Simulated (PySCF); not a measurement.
Species: C6H9F2N.
Numbering: `[F:1][CH:2]([F:3])[C:4]1([C@H:5]2[CH2:6][NH:7]2)[CH2:8][CH2:9]1` (hydrogens: H10 on C2; H11 on C5; H12, H13 on C6; H14 on N7; H15, H16 on C8; H17, H18 on C9)

The same species was optimised twice, with GFN2-xTB and with PBE0-D3(BJ)/def2-SVP (PySCF), and the same property calculations (PySCF, gas phase) were run on both structures.

| coordinate | GFN2-xTB | PBE0-D3(BJ)/def2-SVP | change |
| --- | --- | --- | --- |
| C2–C4 (Å) | 1.507 | 1.496 | -0.011 |
| C6–N7 (Å) | 1.445 | 1.455 | +0.010 |
| C5–N7 (Å) | 1.443 | 1.449 | +0.006 |
| C5–C6 (Å) | 1.482 | 1.478 | -0.004 |
| C2–F3 (Å) | 1.359 | 1.355 | -0.004 |
| F1–C2 (Å) | 1.361 | 1.357 | -0.004 |
| C4–C5 (Å) | 1.503 | 1.500 | -0.003 |
| C4–C9 (Å) | 1.505 | 1.502 | -0.003 |
| C4–C8 (Å) | 1.502 | 1.499 | -0.003 |
| C8–C9 (Å) | 1.495 | 1.496 | +0.001 |
| F1–C2–F3 (°) | 105.5 | 106.8 | +1.3 |
| C4–C5–C6 (°) | 120.4 | 121.7 | +1.3 |
| F1–C2–C4 (°) | 111.3 | 110.5 | -0.8 |
| F3–C2–C4 (°) | 111.5 | 110.8 | -0.7 |
| C2–C4–C8 (°) | 117.8 | 117.1 | -0.7 |
| C5–N7–C6 (°) | 61.7 | 61.2 | -0.5 |
| C2–C4–C5 (°) | 113.2 | 113.7 | +0.5 |
| C6–C5–N7 (°) | 59.2 | 59.6 | +0.4 |
| F1–C2–C4–C5 (°) | 58 | 57 | -1 |
| C2–C4–C5–C6 (°) | 89 | 91 | +2 |

Rotational constants: A = 2217, B = 1428, C = 1149 MHz (GFN2-xTB) against A = 2231, B = 1423, C = 1160 MHz (PBE0-D3(BJ)/def2-SVP). Point groups within 0.08 Å: C1 and C1.

On the GFN2-xTB structure: HOMO (eV) -7.26 [PBE0/pcSseg-1]; LUMO (eV) 1.35 [PBE0/pcSseg-1]; dipole (D) 1.24 [PBE0/pcSseg-1]; GIAO shielding of F1 (ppm) 305.9 [PBE0/pcSseg-1]; GIAO shielding of C2 (ppm) 58.3 [PBE0/pcSseg-1]; GIAO shielding of F3 (ppm) 302.9 [PBE0/pcSseg-1]; GIAO shielding of C4 (ppm) 158.6 [PBE0/pcSseg-1]; GIAO shielding of C5 (ppm) 162.0 [PBE0/pcSseg-1]; GIAO shielding of C6 (ppm) 162.0 [PBE0/pcSseg-1]; GIAO shielding of N7 (ppm) 250.5 [PBE0/pcSseg-1]; GIAO shielding of C8 (ppm) 182.2 [PBE0/pcSseg-1].

What do these properties become on the PBE0-D3(BJ)/def2-SVP structure?

```
                                    property          level  on GFN2-xTB  on PBE0-D3(BJ)/def2-SVP  change
                                   HOMO (eV)  PBE0/pcSseg-1        -7.26                    -7.37   -0.11
                                   LUMO (eV)  PBE0/pcSseg-1         1.35                     1.27   -0.08
                                  dipole (D)  PBE0/pcSseg-1         1.24                     1.07   -0.17
energy, GFN2-xTB geometry as zero (kcal/mol)  PBE0/pcSseg-1          0.0                     -0.6    -0.6
                  GIAO shielding of F1 (ppm)  PBE0/pcSseg-1        305.9                    308.1    +2.2
                  GIAO shielding of C2 (ppm)  PBE0/pcSseg-1         58.3                     59.2    +0.9
                  GIAO shielding of F3 (ppm)  PBE0/pcSseg-1        302.9                    304.3    +1.4
                  GIAO shielding of C4 (ppm)  PBE0/pcSseg-1        158.6                    159.9    +1.3
                  GIAO shielding of C5 (ppm)  PBE0/pcSseg-1        162.0                    160.4    -1.6
                  GIAO shielding of C6 (ppm)  PBE0/pcSseg-1        162.0                    159.6    -2.4
                  GIAO shielding of N7 (ppm)  PBE0/pcSseg-1        250.5                    251.3    +0.8
                  GIAO shielding of C8 (ppm)  PBE0/pcSseg-1        182.2                    180.8    -1.4
```

The heavy atoms differ by 0.030 Å rms after alignment. Among bonds between heavy atoms C2–C4 and C6–N7 change most and about equally (-0.011 to +0.010 Å). Changes are differences of the printed values. Neither structure is proved a minimum here.

Conformer computed: `[F:1][CH:2]([F:3])[C:4]1([C@H:5]2[CH2:6][NH:7]2)[CH2:8][CH2:9]1`: F1–C2–C4–C5 57°, C2–C4–C5–C6 91°.
